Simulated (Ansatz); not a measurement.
Species: GeH3F, charge 0, singlet. GeH3F (fluorogermane, SMILES [F][GeH3]).
B3LYP-D3(BJ)/def2-TZVP minimum from Ansatz (a first-principles code):
```
Ge
F 1 1.7538
H 1 1.5344 2 106.12
H 1 1.5344 3 112.60 2 115.69
H 1 1.5344 3 112.60 4 128.63
```

Wanted: atomisation energy (electronic, to ground-state atoms), in kcal/mol. UHF or UKS for unpaired electrons; spin-orbit terms are left out. Cores are frozen in correlated methods (noble-gas shells, and filled d and f shells in the p block). No relativity. CBS(X,Y): correlation extrapolated as X^-3, Hartree-Fock from the larger set (Q,5: extrapolated as (X+1)exp(-9√X)). A bracket is a step between two methods taken in the basis named. Double hybrids freeze cores in their MP2 part. Where a partner has so few electrons that a lower coupled-cluster level is exact, that level stands in.

CCSD(T)/CBS(cc-pVQZ,cc-pV5Z) + [CCSDT(Q) - CCSD(T)]/cc-pVTZ + [CCSDTQ - CCSDT(Q)]/cc-pVDZ (Ansatz) gives 338.0 kcal/mol.

**Question.** What does PBE/def2-TZVPD (Ansatz) give here, and how do the other levels compare?

**Answer.** PBE gives 331.0 kcal/mol, 7.0 kcal/mol below it. Differences of the others: r2SCAN/def2-TZVPD (Ansatz) -3.3; B3LYP/def2-TZVPD (Ansatz) -7.2; PBE0/def2-TZVPD (Ansatz) -11.6; wB97M-V/def2-TZVPD (Ansatz) -5.2; B2PLYP/def2-TZVPD (Ansatz) -8.0; CCSD(T)/CBS(cc-pVQZ,cc-pV5Z) (Ansatz) 0.0 kcal/mol.
